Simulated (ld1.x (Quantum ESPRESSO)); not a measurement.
**aluminium: one change to a TM potential, before and after**

| Item | Value |
| --- | --- |
| Element | aluminium (Al) |
| Generator | ld1.x (Quantum ESPRESSO) 7.5 |
| Type | norm-conserving Troullier–Martins (Kleinman–Bylander form) |
| Functional | PBE |
| Relativity | scalar-relativistic |
| Frozen core | [Ne] |
| Valence charge | 3 |
| Reference configuration | 3s2 3p1 |
| Partial waves | 3s (bound): rc 2.25 bohr; 3p (bound): rc 2.25 bohr |
| Local potential | all-electron potential smoothed inside 2.05 bohr (lloc = -2) |
| Core correction | none |

Change: all radii scaled by about 1.12 (s 2.52, p 2.52 bohr); local potential all-electron potential smoothed inside 2.30 bohr (lloc = -2).

Cutoffs: the cutoffs (Ry, on a coarse ladder) from which the occupation-weighted sum of valence levels, in a spherical-Bessel basis at the reference potential, stays within 10 and 1 mRy of its value at 400 Ry; they do not see the model core or the augmentation charge, which bear on the density cutoff. Errors are all-electron minus pseudo energies relative to the spin-unpolarised reference configuration.

Q: What does the change do?

A: The potential gets softer (8 Ry and 25 Ry → 8 Ry and 18 Ry); of the 7 tests that both files solve, the error grows in 0 and shrinks in 3 by more than 15 % and 0.3 meV (median size 6.4 → 3.9 meV); neither file shows a bound ghost. A larger radius leaves more room for a smooth pseudo-wave, so fewer plane waves are needed. That the errors move this way runs against the usual rule that smaller radii transfer better.

```csv
quantity,base,changed
"cutoff, loose",8 Ry,8 Ry
"cutoff, tight",25 Ry,18 Ry
bound ghosts,none,none
"error for 3s2 3p0, meV [ΔE 5.76 eV]",-1.2,-1.2
"error for 3s1 3p0, meV [ΔE 24.99 eV]",+23,+18
"error for 3s2 3p0.5, meV [ΔE 2.09 eV]",-0.2,-0.2
"error for 3s1 3p1, meV [ΔE 11.57 eV]",+9.1,+5.1
"error for 3s2 3p1.3, meV [ΔE -0.57 eV]",0.0,0.0
"error for 3s0 3p3, meV [ΔE 10.45 eV]",+31,+30
"error for 3s1 3p2, meV [ΔE 5.14 eV]",+6.4,+3.9
```
